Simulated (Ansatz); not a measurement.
CH8BGeN. The species carries charge 0 and has multiplicity 1. Correlated methods include outer-core shells of Ge, which these sets cover unevenly. Scalar relativity is left out up to krypton. The bonds changed during the relaxation, so this is another structure than the one it started from.

```tsv
atom	x (Å)	y (Å)	z (Å)
B1	-0.1897	0.4663	1.0174
C2	-0.1127	-0.9578	0.5112
N3	-1.0692	-1.6191	-0.1147
Ge4	0.8367	1.2257	-0.6877
H5	0.5910	0.7391	1.8943
H6	-1.2813	0.9846	1.0047
H7	0.8157	-1.5273	0.5786
H8	-0.9137	-2.5018	-0.5711
H9	-1.9747	-1.1908	-0.2265
H10	1.0125	2.7431	-0.4816
H11	0.0424	1.0103	-1.9995
H12	2.2431	0.6277	-0.9251
```

(1) Give the diagnostics of a CCSD(T)/def2-TZVPP run (frozen core, Ansatz). (An estimate is asked.)

Answers

(1) Ansatz gave: T1 = 0.0142, largest single amplitude 0.046, largest double 0.055, (T) share of the correlation energy 3.9 %, 10 CCSD cycles. The RHF solution is stable towards an unrestricted one. T1 lies under the customary mark of 0.02 for closed shells.
